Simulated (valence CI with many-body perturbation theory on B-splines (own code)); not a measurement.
The numbers below are computed, except where a source is named.
## A CI+MBPT run for Rh32+

The program does CI of the valence electrons with many-body perturbation theory for a frozen closed Dirac-Fock core.

Command, and the settings that its task file holds:

```sh
python run_cv.py task.json out
```

```
atom Rh  Z=45  mass_number=103  rms_radius_fm=4.4945
core [Ne] 3s1
valence 3s2 3p1
avg = 1
basis = S
breit = 1
cap = 10000
capref = 1200
cscale = 1
de = 0.0
dress = 0
eps = 2e-08
extrap = 1
h = 0.27
hh = 1
l2 = 3
lcore = 6
maxit = 60
n2 = 5
natural = 1
nlev = 20
nno = [3, 3, 3, 2, 1]
nroot = 26
nsp = [3, 3, 2, 1, 0]
pt2 = 1
qed = 1
rpa = 1
s1 = 1
s2 = 1
s3 = 1
screen = 1
tol = 2e-05
whole = 1
```

(1) What became of the run, and why?

Answers

(1) It gave no result: the perturbation theory needs a core of closed shells. The program said: "the core must hold closed shells only".
